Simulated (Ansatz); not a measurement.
Breaking the Si6–H7 bond in CH6BeSi (SMILES [CH3][Be][SiH3]) (multiplicity 1 held, fragments rigid). Energies count from the point at 1.489 Å.
Geometry at that point (charge 0, multiplicity 1):
```xyz
9

Be    -0.09423     0.60886    -0.43234
C     -0.30367     1.96206    -1.39321
H     -1.09943     2.61396    -1.01625
H     -0.57125     1.69742    -2.42214
H      0.60550     2.57087    -1.44855
Si     0.17948    -1.15965     0.82344
H      0.21342    -2.41925     0.02931
H     -0.91393    -1.32088     1.82187
H      1.45193    -1.11490     1.59627
```

Restricted levels (R-, RO-) in cc, def2 and unpolarised 6-31G sets keep to the state of the molecule at rest. U- levels take the lowest unrestricted solution at each point, which mixes spins at long bonds. Active spaces are followed from a long bond inwards. Curves can end on different states.

Correlated levels freeze the cores.

The values were computed with Ansatz (Gaussian basis) for Hartree–Fock, density functionals and correlated methods. Values without a source in brackets are computed.

Energies in kcal/mol.

```csv
R (Å),U-MP2/cc-pV(D+d)Z,U-SCS-MP2/cc-pV(D+d)Z,U-CCSD/cc-pV(D+d)Z,R-CCSD(T)/cc-pV(D+d)Z,"SC-NEVPT2 on CASSCF(2,2)/cc-pV(D+d)Z","FIC-MRCISD+Q on CASSCF(2,2)/cc-pV(D+d)Z"
1.192,29.3,29.4,29.4,29.5,30.6,29.5
1.340,[?],5.9,5.9,6.0,6.6,6.0
1.489,0.0,0.0,0.0,0.0,0.0,0.0
1.638,3.7,3.6,3.5,3.4,2.8,3.4
1.787,12.4,12.2,11.7,11.5,10.3,11.4
2.011,[?],28.8,27.4,26.9,25.0,26.8
2.234,[?],50.6,43.4,42.3,39.7,42.0
2.606,72.3,74.3,65.8,62.8,59.5,62.4
2.979,79.5,81.9,78.9,75.0,71.8,75.0
3.426,82.2,84.8,84.2,80.3,78.9,82.3
4.021,83.1,85.7,85.5,78.8,81.9,85.4
4.766,83.3,86.0,85.8,74.7,82.6,86.1
```

**Question.** What belongs in the gaps?

**Answer.** 
- 2.234, U-MP2/cc-pV(D+d)Z: 50.2
- 1.340, U-MP2/cc-pV(D+d)Z: 5.8
- 2.011, U-MP2/cc-pV(D+d)Z: 29.1

Doubts at one or more of the structures used: a spin-contaminated determinant (U-MP2/cc-pV(D+d)Z, U-SCS-MP2/cc-pV(D+d)Z, U-CCSD/cc-pV(D+d)Z); T1 above 0.05 (U-CCSD/cc-pV(D+d)Z, R-CCSD(T)/cc-pV(D+d)Z); a restricted determinant that unrestricted orbitals would lower (R-CCSD(T)/cc-pV(D+d)Z); other coupled-cluster roots lie near (R-CCSD(T)/cc-pV(D+d)Z).

Ansatz is a quantum-chemistry and plane-wave program.
